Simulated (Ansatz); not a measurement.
`C/N=C\C=C(\NC)OC` at its PBE0-D4/def2-TZVP geometry, where that method's forces vanish. Total charge 0; spin multiplicity 1.

| atom | x (Å) | y (Å) | z (Å) |
| --- | --- | --- | --- |
| C1 | 1.773 | 1.740 | 2.729 |
| N2 | 0.750 | 0.747 | 2.957 |
| C3 | 0.180 | 0.223 | 1.944 |
| C4 | 0.425 | 0.493 | 0.547 |
| C5 | -0.248 | -0.129 | -0.446 |
| N6 | 0.083 | -0.043 | -1.777 |
| C7 | -0.952 | 0.167 | -2.771 |
| O8 | -1.317 | -0.910 | -0.174 |
| C9 | -1.189 | -2.277 | -0.542 |
| H10 | 1.395 | 2.610 | 2.175 |
| H11 | 2.626 | 1.337 | 2.166 |
| H12 | 2.150 | 2.097 | 3.689 |
| H13 | -0.593 | -0.517 | 2.154 |
| H14 | 1.181 | 1.215 | 0.267 |
| H15 | 0.914 | 0.507 | -1.930 |
| H16 | -1.760 | -0.547 | -2.625 |
| H17 | -1.382 | 1.176 | -2.728 |
| H18 | -0.531 | 0.005 | -3.764 |
| H19 | -2.142 | -2.747 | -0.307 |
| H20 | -0.971 | -2.397 | -1.606 |
| H21 | -0.393 | -2.751 | 0.041 |

(1) For each bond, give half the difference of the two atoms' forces along it (eV/Å; positive pushes the atoms apart) under PBE-D4, r2SCAN-D4, B3LYP-D4, ωB97M-V in def2-TZVPP. (An estimate is asked.)

Answers

(1) Computed: 
```tsv
bond	length (Å)	PBE-D4	r2SCAN-D4	B3LYP-D4	ωB97M-V
C1–N2	1.444	-0.04	0.09	0.21	0.35
C1–H10	1.098	0.13	-0.02	-0.06	-0.12
C1–H11	1.098	0.12	-0.02	-0.06	-0.12
C1–H12	1.091	0.08	-0.06	-0.11	-0.10
C4–C5	1.351	0.28	0.18	-0.10	-0.37
C5–N6	1.374	-0.04	-0.05	0.08	0.23
C5–O8	1.352	0.27	0.13	0.18	0.21
N6–C7	1.450	0.04	0.19	0.23	0.21
C7–H16	1.089	0.10	-0.06	-0.10	-0.09
C7–H17	1.097	0.11	-0.03	-0.07	-0.12
C7–H18	1.090	0.06	-0.07	-0.10	-0.08
C9–H19	1.089	0.07	-0.08	-0.12	-0.09
C9–H20	1.093	0.08	-0.07	-0.09	-0.10
C9–H21	1.094	0.09	-0.05	-0.08	-0.09
```

B3LYP here is the variant with VWN-RPA as its local correlation; programs differ in this.
